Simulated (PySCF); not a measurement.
Si(H)2(Cl)2 anion (Cl₂H₂Si), SMILES Cl[SiH2]Cl (connectivity only; charge and spin as stated), charge -1, multiplicity 2.

Geometry optimised at TPSSh-D3(BJ)/def2-SVPD. The multiplicity is an assumed one; other spin states were not compared. The isomer is the one that the SMILES or the coordinates give; other isomers of the formula were not compared.

The numbers are results of TPSSh-D3(BJ)/def2-SVPD (PySCF 2.14.0), not measurements.

Frequencies are harmonic and unscaled.

```json
[
 {"mode": "1", "ν (cm⁻¹)": "148", "IR (km/mol)": "0.8", "moving atoms (share of kinetic energy)": "Si 56 %, Cl 38 %"},
 {"mode": "2", "ν (cm⁻¹)": "196", "IR (km/mol)": "2.1", "moving atoms (share of kinetic energy)": "Si 52 %, H 29 %, Cl 18 %"},
 {"mode": "3", "ν (cm⁻¹)": "242", "IR (km/mol)": "1.7", "moving atoms (share of kinetic energy)": "Cl 92 %"},
 {"mode": "4", "ν (cm⁻¹)": "311", "IR (km/mol)": "403.1", "moving atoms (share of kinetic energy)": "Si 69 %, Cl 30 %"},
 {"mode": "5", "ν (cm⁻¹)": "799", "IR (km/mol)": "0.0", "moving atoms (share of kinetic energy)": "H 99 %"},
 {"mode": "6", "ν (cm⁻¹)": "861", "IR (km/mol)": "253.9", "moving atoms (share of kinetic energy)": "H 97 %"},
 {"mode": "7", "ν (cm⁻¹)": "879", "IR (km/mol)": "56.0", "moving atoms (share of kinetic energy)": "H 93 %"},
 {"mode": "8", "ν (cm⁻¹)": "2176", "IR (km/mol)": "82.6", "moving atoms (share of kinetic energy)": "H 98 %"},
 {"mode": "9", "ν (cm⁻¹)": "2199", "IR (km/mol)": "186.0", "moving atoms (share of kinetic energy)": "H 95 %"}
]
```
